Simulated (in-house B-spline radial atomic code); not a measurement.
Stripping hafnium of all its electrons. The total binding energy is the sum of the 72 successive ionisation energies. Configuration: [Xe] 4f14 (5d3/2)2 6s2. Level of theory: Dirac-Hartree-Fock, average of the jj configuration, Fermi nucleus of rms radius 5.347 fm; calculated with an all-electron radial atomic-structure program (B-spline basis).

Dirac-Coulomb total energy: -15088.7527 hartree. First-order corrections (hartree): Breit 15.33, self-energy 12.61, vacuum polarisation -2.209, recoil 0.0286.

(1) What total binding energy follows, and how does it compare with the sum of NIST's ionisation energies?

(2) What share of the binding belongs to the last two electrons?

## Answers

(1) 409885 eV from the corrected total, against 410250 ± 130 eV from NIST's table (measured, semi-empirical and theoretical entries, uncertainties added in quadrature). The difference, +365 eV, is larger than correlation (1 to 2 eV per electron) explains, so errors of the table's theoretical entries must contribute.

(2) 37 % by NIST's values (150643.6 eV).
